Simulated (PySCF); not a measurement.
# Ta²⁺: ionisation energy

Ta²⁺ [Xe] 4f14 5d3 (4F) → Ta³⁺ [Xe] 4f14 5d2 (3F), as a difference of total energies. All numbers are calculated (PySCF 2.14, scalar relativity by spin-free X2C-1e, in x2c-QZVPPall (16s10p9d5f2g, 144 functions)). The calculations carry no spin-orbit coupling.

```
method  ionisation energy (eV)
   UHF                  23.142
 B3LYP                  24.263
revPBE                  24.270
```

The reference lies between the lowest fine-structure levels, while these numbers refer to the centres of the terms.

For comparison: 23.1 ± 1.6 eV (theoretical estimate listed by NIST; NIST Atomic Spectra Database, ionization energies).
